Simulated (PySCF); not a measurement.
**How methods differ on the ionisation energy of Co**

Co [Ar] 3d7 4s2 (4F) → Co⁺ [Ar] 3d8 (3F), as a difference of total energies. Calculation: PySCF 2.14, in 6-31G* (5s4p2d1f, 34 functions); the non-relativistic Hamiltonian (point nucleus). Correlated levels: valence: [Ar] frozen. The calculations carry no spin-orbit coupling.

| method | ionisation energy (eV) |
| --- | --- |
| UHF | 9.205 |
| MN15 | 8.215 |
| TPSS | 8.845 |
| MP2 (valence) | 8.630 |
| SCS-MP2 (valence) | 8.738 |

How much does correlation contribute at MP2 (valence)?

8.630 − (9.205) = -0.575 eV, measured against UHF.

These non-relativistic numbers lack the scalar-relativistic shift.

Errors of the correlated levels include the incompleteness of this basis and the frozen core.

For comparison: 7.869 eV (measured; NIST levels, between the centres of gravity of the two terms).
